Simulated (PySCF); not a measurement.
These 3 structures share the formula C3H8Si. Level of theory: PBE0-D3(BJ)/def2-SVP geometry optimisation, gas phase in PySCF 2.14.0. One conformer each; no zero-point energy, no entropy. No frequencies were run at this level. Point groups hold within 0.08 Å.

Problem. Rank from lowest to highest electronic energy at this level (kcal/mol).
A. SiH2Me(vinyl), `C=C[SiH2]C`
B. `[CH2:1]=[CH:2][CH2:3][SiH3:4]` with C1–C2–C3–Si4 106°
C. `C[SiH]1CC1`

Solution. A (0.0), C (4.0), B (6.3).

Neighbours under 2.5 kcal/mol apart (C[SiH]1CC1 and C=CC[SiH3]) can change places with a better method, another conformer or zero-point energy.

| SMILES | E (Eh) | E rel (kcal/mol) | dipole (D) | point group | A, B, C (MHz) |
| --- | --- | --- | --- | --- | --- |
| [H][Si]([H])(C)C=C | -408.16182 | 0.0 | 0.75 | C1 | 13589, 3012, 2790 |
| C[SiH]1CC1 | -408.15545 | 4.0 | 0.83 | Cs | 11835, 3922, 3865 |
| C=CC[SiH3] | -408.15173 | 6.3 | 0.52 | C1 | 15599, 2750, 2634 |

Problem. As an exercise, what shares would exp(−E/RT) give at 2000 K from these electronic energies alone (no entropy, no degeneracies)?

Solution. RT = 3.974 kcal/mol: [H][Si]([H])(C)C=C 63.7 %, C[SiH]1CC1 23.3 %, C=CC[SiH3] 12.9 %.
